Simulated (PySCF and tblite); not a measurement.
Results of a calculation; reference values are marked as such.
C₄HFN₂Se, numbered as in [N:1]#[C:2][c:3]1[cH:4][c:5]([F:6])[se:7][n:8]1.

Search: ETKDG and KDG, GFN2-xTB, 45 starts; geometries at GFN2-xTB. Free energies are B3LYP-D3(BJ)/pcSseg-1 (IEF-PCM, dichloromethane) single points with GFN2-xTB rigid-rotor and vibrational terms (modes under about 100 cm⁻¹ blended into free rotors). Symmetry numbers and mirror images are counted. Conformers within 2.5 kcal/mol (GFN2-xTB free energy) were kept, 3 at most. GIAO shieldings: B3LYP/pcSseg-1 (IEF-PCM, dichloromethane). Shifts are against TMS (¹H), TMS (¹³C) at the same level. Codes: tblite and PySCF.

(1) List the conformer-averaged shifts at 298.15 K.

Spin–orbit effects of the heavy atoms on shieldings are missing. Shifts are unscaled: against experiment ¹³C can be off by 15 ppm or more and ¹H by 0.8 ppm.

Answers

(1) ¹H: 7.50 (H4, 1H) ppm. ¹³C: 215.4 (C5), 145.0 (C3), 122.0 (C4), 120.6 (C2) ppm.
